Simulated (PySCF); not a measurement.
## Dipole response of Xe (xenon, neutral)

[Xe], closed-shell 1S. Calculation: PySCF 2.14, in dyall-av2z; no relativity, point nucleus. Coupled (time-dependent) response in atomic units; α is the mean over directions. A double-zeta set is small for polarisabilities.

```
method  mean α (bohr³)  C₆ (like pair)  S(−4)
   UHF           25.13           263.0  91.90
   PBE           26.61           281.2  111.4
  PBE0           26.00           273.5  102.8
revPBE           26.75           283.6  112.5
```

S(−4) is the Cauchy moment in α(ω) = α(0) + S(−4) ω² + …

Reference α: 27.32 ± 0.2 bohr³ (recommended; Schwerdtfeger and Nagle, table of static dipole polarizabilities (2023 update)). Published C₆: 302.0 (Gould and Bucko (2016)).

α(iu) at revPBE:

```json
{"u (hartree)": "0", "α(iu) (bohr³)": "26.75"}
{"u (hartree)": "0.0500", "α(iu) (bohr³)": "26.47"}
{"u (hartree)": "0.100", "α(iu) (bohr³)": "25.68"}
{"u (hartree)": "0.200", "α(iu) (bohr³)": "23.05"}
{"u (hartree)": "0.300", "α(iu) (bohr³)": "19.86"}
{"u (hartree)": "0.500", "α(iu) (bohr³)": "14.04"}
{"u (hartree)": "0.750", "α(iu) (bohr³)": "9.114"}
{"u (hartree)": "1.00", "α(iu) (bohr³)": "6.183"}
{"u (hartree)": "1.50", "α(iu) (bohr³)": "3.277"}
{"u (hartree)": "2.00", "α(iu) (bohr³)": "2.003"}
{"u (hartree)": "3.00", "α(iu) (bohr³)": "0.9703"}
{"u (hartree)": "5.00", "α(iu) (bohr³)": "0.3830"}
```

A single London oscillator, α(iu) = α/(1 + u²/ω²), gives C₆ = (3/4) ω α². Matching the computed C₆ needs ω = 4 × 283.6 / (3 × 26.75²) = 0.528 hartree.

A non-relativistic calculation at this Z misses sizeable relativistic shifts.
